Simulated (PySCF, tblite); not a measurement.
Isomers of C8H14N2, one GFN2-xTB conformer each. Single-point energies are computed at PBE0/pcSseg-1 (PySCF, gas phase, no added dispersion term), electronic only.

Question: Rank them by PBE0/pcSseg-1 energy, lowest first (kJ/mol).
A. `[CH:1]1=[N:2][N:3]([CH:4]2[CH2:5][CH2:6][CH2:7][CH2:8]2)[CH2:9][CH2:10]1` with N2–N3–C4–C5 -56°, C1–N2–N3–C4 -153°, N3–C4–C5–C6 131°, C4–C5–C6–C7 -32°, C5–C6–C7–C8 43°
B. `[CH2:1]=[CH:2]/[C:3]([CH3:4])=[N:5]\[N:6]=[C:7](/[CH3:8])[CH2:9][CH3:10]` with C1–C2–C3–C4 3°, C3–N5–N6–C7 101°, N6–C7–C9–C10 119°
C. `[CH3:1][c:2]1[cH:3][cH:4][n:5]([CH2:6][CH:7]([CH3:8])[CH3:9])[n:10]1` with C4–N5–C6–C7 -83°, N5–C6–C7–C8 169°

Answer: C (0.0), A (88.6), B (171.2).

As drawn, the lowest has an aromatic ring, which the highest lacks; the highest has a C=N bond and a C=C bond outside aromatic rings, which the lowest lacks. GFN2-xTB itself gives, in the same order: 0.0, 38.9, 181.6. Both levels put the same isomer lowest; measured from each level's own lowest isomer, the values differ by up to 49.7 kJ/mol (C1=NN(C2CCCC2)CC1: 38.9 against 88.6).

Q: Which frontier levels, dipoles and rotational constants go with these structures?

A: 
| SMILES | HOMO (eV, PBE0/pcSseg-1) | LUMO (eV) | dipole (D) | A, B, C (MHz) |
| --- | --- | --- | --- | --- |
| Cc1ccn(CC(C)C)n1 | -6.72 | 0.66 | 1.92 | 3141, 738.6, 657.5 |
| C1=NN(C2CCCC2)CC1 | -5.56 | 0.50 | 1.99 | 3099, 881.2, 859.9 |
| C=C/C(C)=N\N=C(/C)CC | -6.29 | -1.06 | 2.06 | 2452, 659.8, 594.4 |

Q: What happens when harmonic zero-point energies from GFN2-xTB frequencies are added?

A: 
```csv
SMILES,ZPE (kJ/mol),electronic (kJ/mol),with ZPE (kJ/mol)
Cc1ccn(CC(C)C)n1,545.7,0.0,0.0
C1=NN(C2CCCC2)CC1,553.8,88.6,96.7
C=C/C(C)=N\N=C(/C)CC,533.6,171.2,159.1
```

The zero-point energies span 20.2 kJ/mol. The order is unchanged.
